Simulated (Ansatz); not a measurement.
Reaction (redistribution): `O=[C]([SiH3])[SnH3]` + `C=CC=[Se]` → `C=[CH][SnH3]` + `O=C([SiH3])C=[Se]`

Isolated molecules relaxed with PBE0-D4/def2-TZVP in Ansatz; ΔE leaves out vibrations. CBS: MP2 limit from def2 TZ/QZ plus the TZ coupled-cluster correction, frozen cores. Functionals use def2-TZVPP. B3LYP here is the variant with VWN-RPA as its local correlation; programs differ in this. def2 core potentials past Kr. For Se, Sn outer-core shells are correlated without core-valence functions, which leaves a few kJ/mol of doubt a bond. Scalar relativity is left out up to krypton. One conformer a species, not always the lowest.

Is it downhill or uphill in electronic energy at CCSD(T)/CBS, and by how much? (Estimate.)

Computed: Downhill: ΔE = -13.5 kJ/mol.

What do these levels give: PBE-D4, r2SCAN-D4, ωB97X-V, ωB97M-V, PBE, B3LYP, MP2/def2-TZVPP, SCS-MP2/def2-TZVPP, CCSD(T)/def2-TZVPP, HF/def2-QZVPP, MP2/CBS(def2), CCSD/CBS(def2)? (Best estimate.)

The calculation gave: PBE-D4 6.5, r2SCAN-D4 3.6, ωB97X-V -11.9, ωB97M-V -10.9, PBE 7.7, B3LYP 5.8, MP2/def2-TZVPP -20.2, SCS-MP2/def2-TZVPP -21.3, CCSD(T)/def2-TZVPP -15.1, HF/def2-QZVPP -10.8, MP2/CBS(def2) -18.7, CCSD/CBS(def2) -15.1 kJ/mol.

Largest T1 diagnostic among the species: 0.018.

From PBE to PBE0 (25 % exact exchange), in def2-TZVPP and without D4, ΔE moves by −8.2 kJ/mol. In def2-TZVPP, CCSD(T) changes the Hartree–Fock value by −4.0 kJ/mol (the triples alone add +1.6 kJ/mol) and MP2 by −9.2 kJ/mol.
